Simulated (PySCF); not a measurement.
Dipole moment and polarisability of `N#Cc1pccs1`

C₄H₂NPS.
Geometry (GFN2-xTB, Å), atoms numbered from 1 in this order:
```xyz
9
C4H2NPS angstrom
N      3.575    0.148    0.192
C      2.429    0.075    0.136
C      1.040   -0.022    0.069
P      0.166   -1.485    0.356
C     -1.386   -0.700    0.072
C     -1.382    0.619   -0.236
S      0.133    1.406   -0.324
H     -2.308   -1.255    0.143
H     -2.253    1.219   -0.432
```

Level: CAM-B3LYP/def2-SVPD (PySCF), static field, nuclei fixed, core orbitals frozen in the response. The polarisability tensor in these axes (au):

```
x   120.37   4.78   3.08
y     4.78  97.35  -9.59
z     3.08  -9.59  57.55
```

Give the principal values, the mean and the anisotropy Δα = √{½[(α1 − α2)² + (α2 − α3)² + (α1 − α3)²]}.

Principal values 55.11, 98.82 and 121.34 au; mean 91.76 au = 13.60 Å³ = 15.13 × 10⁻⁴⁰ C²·m²/J; Δα = 58.33 au (64 % of the mean).

What is the dipole moment, and where does it point?

(-5.35, 0.47, -0.46) D, 5.39 D in size, pointing from the negative to the positive side. Measured along this direction, the outermost atoms are N1 at the negative end and H9 at the positive end.

In TDDFT the mean static polarisability is Σ f/ω² over all singlet excitations (ω in hartree). How much of it do the 8 lowest give? Their energies (eV) and oscillator strengths: 4.52, 0.1701; 4.85, 0.0863; 4.96, 0.0070; 5.73, 0.0000; 5.86, 0.0006; 6.18, 0.0000; 6.29, 0.1364; 6.43, 0.0001.

They add up to 11.66 au, 12.7 % of the 91.76 au; the largest single term is 6.15 au, from the state at 4.52 eV. Terms in order: 6.15, 2.72, 0.21, 0.00, 0.01, 0.00, 2.56, 0.00 au. Higher excitations give the rest. The strengths listed sum to 0.401.

Orientational against electronic polarisability at 350 K (dilute gas, rigid molecules)?

In Gaussian units μ²/3kT = 200.63 Å³ against 13.60 Å³, a ratio of 14.76; the Debye molar polarisation (4π/3)N_A(α + μ²/3kT) is 540.4 cm³/mol, leaving out the vibrational part.

What depolarisation ratio follows for Rayleigh scattering of linearly polarised light, taking the static tensor?

ρ = 3Δα²/(45ᾱ² + 4Δα²) = 10207.7/(378871 + 13610.3) = 0.026.

Find the Langevin capture rate constant for NH4+ (18.034 u) meeting this molecule (126.965 u), k = 2.342 × 10⁻⁹ cm³/s × √(α in Å³ / reduced mass in u).

The reduced mass is 15.79 u, so k = 2.17 × 10⁻⁹ cm³/s. The formula leaves out the permanent dipole, which adds to the capture rate.

What are the principal values of the traceless quadrupole moment, Θ = ½Σq(3rr − r²1), about the centre of nuclear charge?

-8.12, 1.44, 6.67 D·Å. The values depend on the origin, since the dipole doesn't vanish. The electronic extent ⟨r²⟩ about the same centre is 947 bohr², a root-mean-square distance of 2.04 Å for the 64 electrons.

Geometry: GFN2-xTB; no solvent, vibrations or thermal averaging.
